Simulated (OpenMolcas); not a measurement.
## Levels of Ga by method

| Item | Value |
| --- | --- |
| Program | OpenMolcas 26.06 |
| Basis | ANO-RCC-VTZP [6s5p3d1f] |
| Scalar Hamiltonian | DKH2, point nucleus |
| Active space | 3 electrons in 4 orbitals (4s 4p) |
| State averaging | 2S+1 = 4 odd, 1 root (0 in the spin-orbit step); 2S+1 = 2 odd, 3 roots kept (CI in the orbitals of an earlier block); 2S+1 = 4 even, 3 roots; 2S+1 = 2 even, 5 roots kept (CI in the orbitals of an earlier block, 0 in the spin-orbit step) |
| Spin-orbit coupling | state interaction with AMFI integrals over the reference wave functions, term energies averaged over their components |

Methods on the same reference wave functions:
A. CASSCF
B. SS-CASPT2, IPEA 0.25 Eh, imaginary shift 0.1 Eh (closed shells correlated: 3d)

Energies in eV above 4s2 4p 2P* 1/2, the measured ground level; measured values from NIST Handbook of Basic Atomic Spectroscopic Data.

```csv
Level,A,B,Measured
4s2 4p 2P* 1/2,0.0000,0.0000,0.0000
4s2 4p 2P* 3/2,0.1017,0.1017,0.1024
4s 4p2 4P 1/2,3.6324,4.353,
4s 4p2 4P 3/2,3.6684,4.389,
4s 4p2 4P 5/2,3.7284,4.449,
```

The lowest spin-free term lies below A's lowest term by 0.426 hartree in B.

Some high roots are left out of the spin-orbit mixing, which shifts the levels that they would mix with. Terms from blocks run as CI alone lack orbitals of their own. Terms of s pⁿ other than that of highest spin mix with s² pⁿ⁻² d, which this space lacks; all of them can be thousands of cm-1 off, and some have no real level of that name. Without dynamic correlation excited terms often stand tens of per cent too high (terms of higher spin than the ground term too low), and those without a measured partner can miss by more than the paired ones (holds for A). Levels of configurations outside the active space are missing.

* marks odd parity.
